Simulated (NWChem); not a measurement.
The numbers come from NWChem runs, not from measurements. System: H₂BrGa, charge 0, spin multiplicity 1, at a geometry optimised with PBE0/def2-SVP. The structure started from a generated list of species. Level: PBE0/def2-TZVP.

The NWChem input:

```
start mol
memory heap 200 mb stack 900 mb global 1100 mb
geometry units angstroms nocenter noautoz
  Ga     0.000000     0.000000     1.162651
  H     -1.408238     0.000000     1.831603
  H      1.408238     0.000000     1.831603
  Br     0.000000     0.000000    -1.134439
  symmetry group C2v
end
basis spherical
  * library def2-tzvp
end
dft
  xc pbe0
  semidirect memsize 60000000 filesize 0
  iterations 100
end
task dft energy
```

NWChem printed:

```
             Northwest Computational Chemistry Package (NWChem) 7.3.0
             --------------------------------------------------------

                                NWChem Input Module
                                -------------------

 Scaling coordinates for geometry "geometry" by  1.889725989
 (inverse scale =  0.529177249)

 Turning off AUTOSYM since
 SYMMETRY directive was detected!

                             Geometry "geometry" -> ""
                             -------------------------

 Output coordinates in angstroms (scale by  1.889725989 to convert to a.u.)

  No.       Tag          Charge          X              Y              Z
 ---- ---------------- ---------- -------------- -------------- --------------
    1 Ga                  31.0000     0.00000000     0.00000000     1.16265100
    2 H                    1.0000    -1.40823800     0.00000000     1.83160300
    3 H                    1.0000     1.40823800     0.00000000     1.83160300
    4 Br                  35.0000     0.00000000     0.00000000    -1.13443900

 Effective nuclear repulsion energy (a.u.)     282.4638013333

            Nuclear Dipole moment (a.u.)
            ----------------------------
        X                 Y               Z
 ---------------- ---------------- ----------------
     0.0000000000     0.0000000000     0.0000415740

      Symmetry information
      --------------------

 Group name             C2v
 Group number             16
 Group order               4
 No. of unique centers     3

      Symmetry unique atoms

     1    2    4


 Summary of "ao basis" -> "" (spherical)
 ------------------------------------------------------------------------------
       Tag                 Description            Shells   Functions and Types
 ---------------- ------------------------------  ------  ---------------------
 *                         def2-tzvp                  on all atoms

                                 NWChem DFT Module
                                 -----------------

 Summary of "ao basis" -> "ao basis" (spherical)
 ------------------------------------------------------------------------------
       Tag                 Description            Shells   Functions and Types
 ---------------- ------------------------------  ------  ---------------------
 Ga                        def2-tzvp                16       48   6s5p4d1f
 H                         def2-tzvp                 4        6   3s1p
 Br                        def2-tzvp                16       48   6s5p4d1f

 Summary of "ao basis" -> "ao basis" (spherical)
 ------------------------------------------------------------------------------
       Tag                 Description            Shells   Functions and Types
 ---------------- ------------------------------  ------  ---------------------
 Ga                        def2-tzvp                16       48   6s5p4d1f
 H                         def2-tzvp                 4        6   3s1p
 Br                        def2-tzvp                16       48   6s5p4d1f

      Symmetry analysis of basis
      --------------------------

        a1         47
        a2         11
        b1         27
        b2         23

            General Information
            -------------------
          SCF calculation type: DFT
          Wavefunction type:  closed shell.
          No. of atoms     :     4
          No. of electrons :    68
           Alpha electrons :    34
            Beta electrons :    34
          Charge           :     0
[...]
 d= 0,ls=0.0,diis     4  -4499.6971894280 -7.34D-03  1.89D-04  4.47D-03     3.4
 d= 0,ls=0.0,diis     5  -4499.6973395099 -1.50D-04  5.78D-05  1.22D-04     3.5
  Resetting Diis
 d= 0,ls=0.0,diis     6  -4499.6973454926 -5.98D-06  1.40D-05  4.61D-06     3.6
 d= 0,ls=0.0,diis     7  -4499.6973460350 -5.42D-07  3.76D-06  1.75D-07     3.7

         Total DFT energy =    -4499.697346034974
      One electron energy =    -6831.618816883134
           Coulomb energy =     2216.060928919334
    Exchange-Corr. energy =     -166.603259404497
 Nuclear repulsion energy =      282.463801333323

 Numeric. integr. density =       67.999976367176

     Total iterative time =      2.6s

                  Occupations of the irreducible representations
                  ----------------------------------------------

                     irrep           alpha         beta
                     --------     --------     --------
                     a1               17.0         17.0
                     a2                2.0          2.0
                     b1                8.0          8.0
                     b2                7.0          7.0

                       DFT Final Molecular Orbital Analysis
                       ------------------------------------

 Vector   32  Occ=2.000000D+00  E=-3.465261D-01  Symmetry=a1
              MO Center= -8.1D-14, -9.4D-16, -1.7D-01, r^2= 3.6D+00
   Bfn.  Coefficient  Atom+Function         Bfn.  Coefficient  Atom+Function
  ----- ------------  ---------------      ----- ------------  ---------------
    78      0.416687  4 Br pz                72     -0.291717  4 Br pz
    18     -0.268237  1 Ga pz                75      0.260831  4 Br pz
    81      0.228392  4 Br pz                12      0.120860  1 Ga pz
    50     -0.112366  2 H  s                 56     -0.112366  3 H  s
    69      0.089094  4 Br pz                51     -0.088621  2 H  s

 Vector   33  Occ=2.000000D+00  E=-3.159573D-01  Symmetry=b2
              MO Center= -4.4D-16, -7.7D-16, -9.8D-01, r^2= 1.7D+00
   Bfn.  Coefficient  Atom+Function         Bfn.  Coefficient  Atom+Function
  ----- ------------  ---------------      ----- ------------  ---------------
    77      0.509271  4 Br py                71     -0.344018  4 Br py
    74      0.306834  4 Br py                80      0.295878  4 Br py
    68      0.104954  4 Br py                17      0.104136  1 Ga py
    20      0.059753  1 Ga py                23      0.048338  1 Ga d -1
    11     -0.043861  1 Ga py                98      0.025135  4 Br d -1

 Vector   34  Occ=2.000000D+00  E=-2.964292D-01  Symmetry=b1
              MO Center= -1.5D-15, -4.9D-16, -5.0D-01, r^2= 3.2D+00
   Bfn.  Coefficient  Atom+Function         Bfn.  Coefficient  Atom+Function
  ----- ------------  ---------------      ----- ------------  ---------------
    76      0.473573  4 Br px                70     -0.321820  4 Br px
    73      0.290616  4 Br px                79      0.289739  4 Br px
    16     -0.126001  1 Ga px                50      0.118108  2 H  s
    56     -0.118108  3 H  s                 51      0.114770  2 H  s
    57     -0.114770  3 H  s                 67      0.098083  4 Br px

 Vector   35  Occ=0.000000D+00  E=-7.022004D-02  Symmetry=b2
              MO Center=  7.9D-16,  6.9D-15,  1.1D+00, r^2= 3.9D+00
   Bfn.  Coefficient  Atom+Function         Bfn.  Coefficient  Atom+Function
  ----- ------------  ---------------      ----- ------------  ---------------
    20      0.676712  1 Ga py                17      0.462152  1 Ga py
    80     -0.210710  4 Br py                11     -0.181504  1 Ga py
    77     -0.136166  4 Br py                74     -0.106012  4 Br py
    71      0.104568  4 Br py                 8      0.069108  1 Ga py
    98      0.051287  4 Br d -1              14     -0.039945  1 Ga py

 Vector   36  Occ=0.000000D+00  E=-6.027048D-03  Symmetry=a1
              MO Center=  9.2D-15, -1.4D-15,  6.5D-01, r^2= 5.1D+00
   Bfn.  Coefficient  Atom+Function         Bfn.  Coefficient  Atom+Function
  ----- ------------  ---------------      ----- ------------  ---------------
     6      1.203231  1 Ga s                 51     -0.560497  2 H  s
    57     -0.560497  3 H  s                  5      0.496359  1 Ga s
    66     -0.480844  4 Br s                 81     -0.472209  4 Br pz
    21     -0.402807  1 Ga pz                78     -0.209695  4 Br pz
     4     -0.194519  1 Ga s                 18     -0.177231  1 Ga pz

 Vector   37  Occ=0.000000D+00  E= 3.698502D-02  Symmetry=a1
              MO Center=  2.3D-13,  3.7D-15,  1.8D+00, r^2= 5.0D+00
   Bfn.  Coefficient  Atom+Function         Bfn.  Coefficient  Atom+Function
  ----- ------------  ---------------      ----- ------------  ---------------
    21      1.213385  1 Ga pz                 6      1.034703  1 Ga s
    51     -0.950676  2 H  s                 57     -0.950676  3 H  s
    66      0.428719  4 Br s                 18      0.216412  1 Ga pz
     5      0.189499  1 Ga s                 81      0.182125  4 Br pz
    26      0.097888  1 Ga d  2              12     -0.084546  1 Ga pz

 center of mass
 --------------
 x =   0.00000000 y =   0.00000000 z =  -0.08558115

 moments of inertia (a.u.)
 ------------------
         723.041052457912           0.000000000000           0.000000000000
           0.000000000000         737.315684189294           0.000000000000
           0.000000000000           0.000000000000          14.274631731383

     Multipole analysis of the density
     ---------------------------------

     L   x y z        total         alpha         beta         nuclear
     -   - - -        -----         -----         ----         -------
     0   0 0 0     -0.000000    -34.000000    -34.000000     68.000000

     1   1 0 0      0.000000      0.000000      0.000000      0.000000
     1   0 1 0     -0.000000     -0.000000     -0.000000      0.000000
     1   0 0 1      0.730632      0.365295      0.365295      0.000042

     2   2 0 0    -28.426153    -21.294977    -21.294977     14.163800
     2   1 1 0      0.000000      0.000000      0.000000      0.000000
     2   1 0 1     -0.000000     -0.000000     -0.000000      0.000000
     2   0 2 0    -25.124526    -12.562263    -12.562263      0.000000
     2   0 1 1      0.000000      0.000000      0.000000      0.000000
     2   0 0 2    -26.865459   -180.660906   -180.660906    334.456354

 Task  times  cpu:        3.7s     wall:        3.7s

 Total times  cpu:        3.8s     wall:        3.8s
```
